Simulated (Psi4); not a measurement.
A run for Psi4: SAPT0/jun-cc-pV(D+d)Z on ClH3S (a complex).

```
memory 1800 MB

molecule dimer {
0 1
Cl    0.55359150    0.18615865   -0.62661449
H     0.47257478    0.34888677    0.66053861
--
0 1
S     0.28024048    0.42925342    3.03908442
H    -0.85092777   -0.29504506    3.01625194
H     1.05025813   -0.66216705    3.18243003
units angstrom
symmetry c1
no_reorient
no_com
}

set {
  basis jun-cc-pV(D+d)Z
  scf_type df
  freeze_core true
}

energy('sapt0')
```

Output:

```
[...]
==> Input File <==

--------------------------------------------------------------------------
memory 1800 MB

molecule dimer {
0 1
Cl    0.55359150    0.18615865   -0.62661449
H     0.47257478    0.34888677    0.66053861
--
0 1
S     0.28024048    0.42925342    3.03908442
H    -0.85092777   -0.29504506    3.01625194
H     1.05025813   -0.66216705    3.18243003
units angstrom
symmetry c1
no_reorient
no_com
}

set {
  basis jun-cc-pV(D+d)Z
  scf_type df
  freeze_core true
}

energy('sapt0')
--------------------------------------------------------------------------


   => Loading Basis Set <=

    Name: JUN-CC-PV(D+D)Z
    Role: ORBITAL
    Keyword: BASIS
    atoms 1      entry CL         line   764 file jun-cc-pv_dpd_z.gbs
    atoms 2, 4-5 entry H          line    60 file jun-cc-pv_dpd_z.gbs
    atoms 3      entry S          line   698 file jun-cc-pv_dpd_z.gbs

   => Loading Basis Set <=

    Name: JUN-CC-PV(D+D)Z
    Role: ORBITAL
    Keyword: BASIS
    atoms 1      entry CL         line   764 file jun-cc-pv_dpd_z.gbs
    atoms 2, 4-5 entry H          line    60 file jun-cc-pv_dpd_z.gbs
    atoms 3      entry S          line   698 file jun-cc-pv_dpd_z.gbs


  //>>>>>>>>>>>>>>>>>>>>>>>>>>>>>>>>>>>//
  //              Dimer HF             //
  //<<<<<<<<<<<<<<<<<<<<<<<<<<<<<<<<<<<//

   => Libint2 <=

    Primary   basis highest AM E, G, H:  7, 6, 3
    Auxiliary basis highest AM E, G, H:  7, 7, 4
    Onebody   basis highest AM E, G, H:  -, -, -
    Solid Harmonics ordering:            Gaussian


   => Loading Basis Set <=

    Name: JUN-CC-PV(D+D)Z
    Role: ORBITAL
    Keyword: BASIS
    atoms 1      entry CL         line   764 file jun-cc-pv_dpd_z.gbs
    atoms 2, 4-5 entry H          line    60 file jun-cc-pv_dpd_z.gbs
    atoms 3      entry S          line   698 file jun-cc-pv_dpd_z.gbs


         ---------------------------------------------------------
                                   SCF
               by Justin Turney, Rob Parrish, Andy Simmonett
                          and Daniel G. A. Smith
                              RHF Reference
                        1 Threads,   1716 MiB Core
         ---------------------------------------------------------

  ==> Geometry <==

    Molecular point group: c1
    Full point group: C1

    Geometry (in Angstrom), charge = 0, multiplicity = 1:

       Center              X                  Y                   Z               Mass
    ------------   -----------------  -----------------  -----------------  -----------------
         CL           0.553591500000     0.186158650000    -0.626614490000    34.968852682000
         H            0.472574780000     0.348886770000     0.660538610000     1.007825032230
         S            0.280240480000     0.429253420000     3.039084420000    31.972071174400
         H           -0.850927770000    -0.295045060000     3.016251940000     1.007825032230
         H            1.050258130000    -0.662167050000     3.182430030000     1.007825032230

  Running in c1 symmetry.

  Rotational constants: A =      0.91529  B =      0.05029  C =      0.04814 [cm^-1]
  Rotational constants: A =  27439.81956  B =   1507.70778  C =   1443.25259 [MHz]
  Nuclear repulsion =   67.370354534732940

  Charge       = 0
  Multiplicity = 1
  Electrons    = 36
  Nalpha       = 18
  Nbeta        = 18

  ==> Algorithm <==

  SCF Algorithm Type is DF.
  DIIS enabled.
  MOM disabled.
  Fractional occupation disabled.
  Guess Type is SAD.
  Energy threshold   = 1.00e-08
  Density threshold  = 1.00e-08
  Integral threshold = 1.00e-12

  ==> Primary Basis <==

  Basis Set: JUN-CC-PV(D+D)Z
    Blend: JUN-CC-PV(D+D)Z
    Number of shells: 31
    Number of basis functions: 69
    Number of Cartesian functions: 73
    Spherical Harmonics?: true
    Max angular momentum: 2

   => Loading Basis Set <=

    Name: (JUN-CC-PV(D+D)Z AUX)
    Role: JKFIT
    Keyword: DF_BASIS_SCF
    atoms 1      entry CL         line   746 file jun-cc-pvdz-jkfit.gbs
    atoms 2, 4-5 entry H          line    70 file jun-cc-pvdz-jkfit.gbs
    atoms 3      entry S          line   666 file jun-cc-pvdz-jkfit.gbs

  ==> Integral Setup <==

  DFHelper Memory: AOs need 0.012 GiB; user supplied 1.257 GiB.
  SCF_SUBTYPE=INCORE selected. In-core MEM_DF algorithm will be used.
  Using in-core AOs.

  ==> MemDFJK: Density-Fitted J/K Matrices <==

    J tasked:                   Yes
    K tasked:                   Yes
    wK tasked:                   No
    OpenMP threads:               1
    Algorithm:                 Core
    Schwarz Cutoff:           1E-12
    Mask sparsity (%):       2.5625
    Fitting Condition:        1E-10

   => Auxiliary Basis Set <=

  Basis Set: (JUN-CC-PV(D+D)Z AUX)
    Blend: JUN-CC-PVDZ-JKFIT
    Number of shells: 105
    Number of basis functions: 311
    Number of Cartesian functions: 355
    Spherical Harmonics?: true
    Max angular momentum: 3

  Minimum eigenvalue in the overlap matrix is 1.1661919901E-02.
  Reciprocal condition number of the ov
[...]
A     24.310195    69A    156.684785

    Final Occupation by Irrep:
              A
    DOCC [     9 ]
    NA   [     9 ]
    NB   [     9 ]

  @DF-RHF Final Energy:  -398.70130907424237

   => Energetics <=

    Nuclear Repulsion Energy =             12.8775539804034622
    One-Electron Energy =                -576.4452567747549665
    Two-Electron Energy =                 164.8663937201090732
    Total Energy =                       -398.7013090742424311

Computation Completed


Properties will be evaluated at   0.000000,   0.000000,   0.000000 [a0]

Properties computed using the SCF density matrix


 Multipole Moments:

 ------------------------------------------------------------------------------------
     Multipole            Electronic (a.u.)      Nuclear  (a.u.)        Total (a.u.)
 ------------------------------------------------------------------------------------

 L = 1.  Multiply by 2.5417464519 to convert [e a0] to [Debye]
 Dipole X            :         -8.9483889            8.8499239           -0.0984650
 Dipole Y            :        -11.6703781           11.1698737           -0.5005044
 Dipole Z            :       -103.5816261          103.6024069            0.0207808
 Magnitude           :                                                    0.5105212

 ------------------------------------------------------------------------------------

  Constructing Basis Sets for SAPT...

   => Loading Basis Set <=

    Name: (JUN-CC-PV(D+D)Z AUX)
    Role: RIFIT
    Keyword: DF_BASIS_SAPT
    atoms 1      entry CL         line   544 file jun-cc-pvdz-ri.gbs
    atoms 2, 4-5 entry H          line    30 file jun-cc-pvdz-ri.gbs
    atoms 3      entry S          line   488 file jun-cc-pvdz-ri.gbs

   => Loading Basis Set <=

    Name: (JUN-CC-PV(D+D)Z AUX)
    Role: JKFIT
    Keyword: DF_BASIS_ELST
    atoms 1      entry CL         line   746 file jun-cc-pvdz-jkfit.gbs
    atoms 2, 4-5 entry H          line    70 file jun-cc-pvdz-jkfit.gbs
    atoms 3      entry S          line   666 file jun-cc-pvdz-jkfit.gbs


  //>>>>>>>>>>>>>>>>>>>>>>>>>>>>>>>>>>>//
  //               SAPT0               //
  //<<<<<<<<<<<<<<<<<<<<<<<<<<<<<<<<<<<//



        SAPT0
    Ed Hohenstein
     6 June 2009

      Orbital Information
  --------------------------
    NSO        =        69
    NMO        =        69
    NRI        =       212
    NRI (Elst) =       311
    NOCC A     =         9
    NOCC B     =         9
    FOCC A     =         5
    FOCC B     =         5
    NVIR A     =        60
    NVIR B     =        60

    Elst10,r            =    -0.010260949517 [Eh]
    Exch10              =     0.014637442096 [Eh]
    Exch10 (S^2)        =     0.014443650196 [Eh]

    Maxiter = 50
    CPHF R converge = 1.000000E-08

    Iter     Energy [mEh]          dE [mEh]         Residual      Time [s]
       1      -1.32597978       1.325979781     4.799008e-03             0
       2      -1.51614515       0.190165368     1.425096e-03             0
       3      -1.53452205       0.018376903     1.675550e-04             0
       4      -1.53136832      -0.003153733     4.163711e-05             0
       5      -1.53164701       0.000278691     1.487943e-05             0
       6      -1.53174944       0.000102426     3.134695e-06             0
       7      -1.53171783      -0.000031608     7.023203e-07             0
       8      -1.53172266       0.000004834     1.155480e-07             0
       9      -1.53172241      -0.000000255     2.372554e-08             0
      10      -1.53172233      -0.000000079     4.901719e-09             0

    CHF Iterations converged

    Maxiter = 50
    CPHF R converge = 1.000000E-08

    Iter     Energy [mEh]          dE [mEh]         Residual      Time [s]
       1      -5.30951557       5.309515575     1.269053e-02             0
       2      -6.71868768       1.409172105     4.718643e-03             0
       3      -6.81631261       0.097624925     8.244155e-04             0
       4      -6.78171622      -0.034596390     1.062486e-04             0
       5      -6.78466357       0.002947355     1.371398e-05             0
       6      -6.78450630      -0.000157274     4.081204e-06             0
       7      -6.78448986      -0.000016433     1.326562e-06             0
       8      -6.78450576       0.000015895     2.296845e-07             0
       9      -6.78450405      -0.000001710     6.413692e-08             0
      10      -6.78450413       0.000000080     1.277338e-08             0
      11      -6.78450420       0.000000076     2.133841e-09             0

    CHF Iterations converged

    Ind20,r (A<-B)      =    -0.001531722328 [Eh]
    Ind20,r (B<-A)      =    -0.006784504204 [Eh]
    Ind20,r             =    -0.008316226532 [Eh]
    Exch-Ind20,r (A<-B) =     0.001250969005 [Eh]
    Exch-Ind20,r (B<-A) =     0.004733772848 [Eh]
    Exch-Ind20,r        =     0.005984741852 [Eh]
    Disp20              =    -0.003831016997 [Eh]
    Disp20 (SS)         =    -0.001915508498 [Eh]
    Disp20 (OS)         =    -0.001915508498 [Eh]
    Exch-Disp20         =     0.000714574897 [Eh]
    Exch-Disp20 (SS)    =     0.000382418159 [Eh]
    Exch-Disp20 (OS)    =     0.000332156738 [Eh]

    SAPT Results
  --------------------------------------------------------------------------------------------------------
    Electrostatics                -10.26094952 [mEh]      -6.43884303 [kcal/mol]     -26.94011925 [kJ/mol]
      Elst10,r                    -10.26094952 [mEh]      -6.43884303 [kcal/mol]     -26.94011925 [kJ/mol]

    Exchange                       14.63744210 [mEh]       9.18513359 [kcal/mol]      38.43059893 [kJ/mol]
      Exch10                       14.63744210 [mEh]       9.18513359 [kcal/mol]      38.43059893 [kJ/mol]
      Exch10(S^2)                  14.44365020 [mEh]       9.06352733 [kcal/mol]      37.92179837 [kJ/mol]

    Induction                      -5.43763935 [mEh]      -3.41217020 [kcal/mol]     -14.27652014 [kJ/mol]
      Ind20,r                      -8.31622653 [mEh]      -5.21851093 [kcal/mol]     -21.83424975 [kJ/mol]
      Exch-Ind20,r                  5.98474185 [mEh]       3.75548221 [kcal/mol]      15.71293757 [kJ/mol]
      delta HF,r (2)               -3.10615467 [mEh]      -1.94914148 [kcal/mol]      -8.15520795 [kJ/mol]

    Dispersion                     -3.11644210 [mEh]      -1.95559694 [kcal/mol]      -8.18221761 [kJ/mol]
      Disp20                       -3.83101700 [mEh]      -2.40399946 [kcal/mol]     -10.05833374 [kJ/mol]
      Exch-Disp20                   0.71457490 [mEh]       0.44840252 [kcal/mol]       1.87611613 [kJ/mol]
      Disp20 (SS)                  -1.91550850 [mEh]      -1.20199973 [kcal/mol]      -5.02916687 [kJ/mol]
      Disp20 (OS)                  -1.91550850 [mEh]      -1.20199973 [kcal/mol]      -5.02916687 [kJ/mol]
      Exch-Disp20 (SS)              0.38241816 [mEh]       0.23997102 [kcal/mol]       1.00403874 [kJ/mol]
      Exch-Disp20 (OS)              0.33215674 [mEh]       0.20843150 [kcal/mol]       0.87207740 [kJ/mol]

  Total HF                         -1.06114677 [mEh]      -0.66587965 [kcal/mol]      -2.78604046 [kJ/mol]
  Total SAPT0                      -4.17758887 [mEh]      -2.62147659 [kcal/mol]     -10.96825806 [kJ/mol]

  Special recipe for scaled SAPT0 (see Manual):
    Electrostatics sSAPT0         -10.26094952 [mEh]      -6.43884303 [kcal/mol]     -26.94011925 [kJ/mol]
    Exchange sSAPT0                14.63744210 [mEh]       9.18513359 [kcal/mol]      38.43059893 [kJ/mol]
    Induction sSAPT0               -5.19349916 [mEh]      -3.25896992 [kcal/mol]     -13.63553016 [kJ/mol]
    Dispersion sSAPT0              -3.08729190 [mEh]      -1.93730491 [kcal/mol]      -8.10568375 [kJ/mol]
  Total sSAPT0                     -3.90429847 [mEh]      -2.44998428 [kcal/mol]     -10.25073423 [kJ/mol]
  --------------------------------------------------------------------------------------------------------



*** Psi4 exiting successfully. Buy a developer a beer!
```

The run finished.

Cost: very roughly 9 core-seconds.
